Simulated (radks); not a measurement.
The numbers below are computed, except where a source is named.
Orbital eigenvalues (eV) of the rhodium ion Rh35+, [Ne], at several levels of relativity; Dirac values are averaged over j with weights 2j + 1. Spin-unpolarised spherical Kohn-Sham, BLYP, point nucleus unless stated (finite: rms radius 4.4945 fm), a radial shooting solver on a logarithmic mesh with Libxc functionals. A level marked "c x" has the speed of light scaled by that factor and shares open shells by 2j + 1; other Dirac levels either fill j = l - 1/2 first or share by 2j + 1.

| shell | non-rel. | Dirac, 2j+1 shares | Dirac, 2j+1 shares, finite nucleus | Dirac, c x 0.75 | change of magnitude, last against first (%) |
|---|---|---|---|---|---|
| 1s | -24442 | -25120 | -25119 | -25704 | +5.16 |
| 2s | -5116.2 | -5294.8 | -5294.7 | -5450.1 | +6.53 |
| 2p | -4913.3 | -4976.2 | -4976.2 | -5029.5 | +2.36 |
